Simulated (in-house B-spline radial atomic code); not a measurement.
The outermost shell (largest non-relativistic mean radius) with and without relativity; Dirac values are averaged over j. Computed with an all-electron radial atomic-structure program (B-spline basis): non-relativistic Hartree-Fock and Dirac-Hartree-Fock, averages of the configuration (point nuclei without relativity, finite nuclei with it).

```csv
ion,configuration,outermost shell,radius non-relativistic (bohr),radius Dirac (bohr),radius change (%),level non-relativistic (eV),level Dirac (eV)
Lu,[Xe] 4f14 5d1 6s2,6s,4.2588,3.9025,-8.3656,-5.411,-6.0544
Hf,[Xe] 4f14 5d2 6s2,6s,4.0684,3.6939,-9.2054,-5.725,-6.5223
Ta,[Xe] 4f14 5d3 6s2,6s,3.9203,3.5307,-9.9359,-5.979,-6.9118
W,[Xe] 4f14 5d4 6s2,6s,3.7981,3.3946,-10.624,-6.196,-7.2568
Re,[Xe] 4f14 5d5 6s2,6s,3.6942,3.277,-11.292,-6.386,-7.5724
Os,[Xe] 4f14 5d6 6s2,?,?,?,?,?,?
Ir,[Xe] 4f14 5d7 6s2,?,?,?,?,?,?
Pt,[Xe] 4f14 5d9 6s1,6s,3.7588,3.1388,-16.494,-5.931,-7.7338
```

Task: Fill in the row of Os.

Result: outermost shell: 6s; radius non-relativistic (bohr): 3.6037; radius Dirac (bohr): 3.1731; radius change (%): -11.95; level non-relativistic (eV): -6.556; level Dirac (eV): -7.867.

Task: Fill in the row of Ir.

Result: outermost shell: 6s; radius non-relativistic (bohr): 3.5237; radius Dirac (bohr): 3.0796; radius change (%): -12.604; level non-relativistic (eV): -6.710; level Dirac (eV): -8.1462.

Task: Which member changes most?

Result: Platinum (Pt): its 6s shell contracts by 16.5 %.
